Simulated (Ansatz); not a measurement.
```yaml
crystal:
  periodic: [false, false, false]
  atoms:
    - {symbol: F, position_ang: [0.007577, -1.586280, 1.844473]}
    - {symbol: Sb, position_ang: [1.036654, -0.046009, 1.369031]}
    - {symbol: F, position_ang: [2.227666, -0.981320, 0.201046]}
    - {symbol: Si, position_ang: [-0.580538, 0.550248, -0.596592]}
    - {symbol: H, position_ang: [0.051655, 1.595668, -1.444790]}
    - {symbol: H, position_ang: [-1.851253, 1.081741, -0.035499]}
    - {symbol: H, position_ang: [-0.830562, -0.681948, -1.383468]}
basis:
  gaussian: {orbitals: def2-TZVP}
hamiltonian: {xc: {name: RPBE}}
output: {forces: true}
```

```sh
$ ansatz run in.yaml --threads 4 --pin off --events-out ev --progress --plain --max-ram 10444MiB
```

It prints (some lines left out):

```
Functional definition: RPBE
1079 factors; their error is unknown
mean field evaluation 1: about -19896.9769 eV, gradient 5.7e1 eV
mean field evaluation 2: about -19854.7171 eV, gradient 1.7e2 eV
mean field evaluation 4: about -19902.2385 eV, gradient 9.8e0 eV
mean field evaluation 8: about -19902.4997 eV, gradient 2.5e-1 eV
mean field evaluation 16: about -19902.4846 eV, gradient 9.1e-4 eV
mean field -19902.48457597 eV, -731.4028177784 hartree, gradient 3.1e-5 eV, S^2 0.000000; 0 other end points of the search recorded, 0 dependent functions left out
reference -19902.48461954 eV, -731.4028193796 hartree; 29, 29 occupied and 138, 138 virtual orbitals, 1079 factors
Total energy: -19902.48461954 eV, -731.4028193796 hartree
Atom 0 at     0.007577    -1.586280     1.844473 Å, force    -0.498844    -0.737466     0.275589 eV/Å
Atom 1 at     1.036654    -0.046009     1.369031 Å, force     0.121017     1.049454     0.549694 eV/Å
Atom 2 at     2.227666    -0.981320     0.201046 Å, force     0.615376    -0.433961    -0.549217 eV/Å
Atom 3 at    -0.580538     0.550248    -0.596592 Å, force    -0.053998     0.055186    -0.052626 eV/Å
Atom 4 at     0.051655     1.595668    -1.444790 Å, force     0.067859     0.152691    -0.144894 eV/Å
Atom 5 at    -1.851253     1.081741    -0.035499 Å, force    -0.199140     0.080493     0.052822 eV/Å
Atom 6 at    -0.830562    -0.681948    -1.383468 Å, force    -0.052269    -0.166397    -0.131367 eV/Å
Dipole moment:    -0.080624     0.587432     0.107355 e Å
```

Run time 1.1 s (4 threads of an Arm Neoverse V2 on a shared host); peak host memory 0.19 GiB.
